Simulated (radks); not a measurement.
Results of a calculation; reference values are marked as such.
Species: P III. Configuration: [Ne] 3s2 3p1. Code: a radial shooting solver on a logarithmic mesh with Libxc functionals. Model: scalar-relativistic Kohn-Sham, PW91, spin-polarised, spherical densities, point nucleus; open shells are filled with parallel spins first.

Normalised radial functions P(r) = r R(r), r in bohr:

r           3p up
0.00709    0.0016
0.009159   0.0027
0.01174    0.0043
0.01516    0.0069
0.01943    0.0109
0.0249     0.0172
0.03216    0.0271
0.04121    0.0416
0.05324    0.0635
0.06822    0.0934
0.08812    0.1352
0.1129     0.1863
0.1447     0.2452
0.1869     0.3059
0.2395     0.3500
0.3094     0.3581
0.3965     0.3061
0.5122     0.1727
0.6564    -0.0330
0.8411    -0.2878
1.087     -0.5471
1.392     -0.7266
1.799     -0.7648
2.305     -0.6396
2.977     -0.4110
3.815     -0.2046
4.889     -0.0731
6.315     -0.0153
8.093     -0.0020

3p up: eigenvalue -24.930 eV, 1 radial node at r = 0.634 bohr, <r> = 1.96 bohr, 90 % of the charge inside 2.98 bohr.
